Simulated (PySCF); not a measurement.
Continuum solvent and chemical shifts

Numbering as in the mapped SMILES `[CH:1]1=[CH:2][O:3][AlH2-:4][O+:5]=[CH:6]1`; H(Xn) means a hydrogen on atom n.

GIAO PBE0/pcSseg-1 in PySCF 2.14 on one PBE0-D3(BJ)/def2-SVP conformer, non-relativistic, equivalent nuclei averaged. Solvents enter as an IEF-PCM continuum (tetrahydrofuran with ε = 7.4, dimethylsulfoxide with ε = 46.8) around the gas-phase geometry. Shifts are referred to TMS, AlH4- computed in the same medium.

Gas phase, δ in ppm: C2/C6 190.4, C1 107.9, Al4 48.3, H(C2)/H(C6) 8.12, H(C1) 5.48, H(Al4) 4.40. Dipole moment 4.29 D.

Q: How does each δ change in the continuum?

A: 
```
      atoms                                                   environment  Δδ, tetrahydrofuran  Δδ, dimethylsulfoxide
      C2/C6                                  alkene carbon bearing oxygen                 +3.0                   +3.7
         C1                 β carbon of an enol-ether or enamine type C=C                 +1.9                   +2.3
        Al4            aluminium bonded to 2 O, 2 H, in a 6-membered ring                -15.7                  -18.1
H(C2)/H(C6)                   hydrogen on an alkene carbon bearing oxygen                +0.17                  +0.20
      H(C1)   hydrogen on a β carbon of an enol-ether or enamine type C=C                +0.41                  +0.50
     H(Al4)  hydrogen on an aluminium bonded to 2 O, in a 6-membered ring                -0.36                  -0.43
```

Changes are relative to the gas phase. The dipole moment becomes 5.22 D in tetrahydrofuran, 5.42 D in dimethylsulfoxide.

Q: Which nuclei move most (in ppm), and what does the model miss?

A: Al4 (aluminium bonded to 2 O, 2 H, in a 6-membered ring, -18.1 ppm) in dimethylsulfoxide. A continuum only polarises the solute; specific hydrogen bonds, the anisotropy of aromatic solvents and changes of geometry or conformer are outside it.
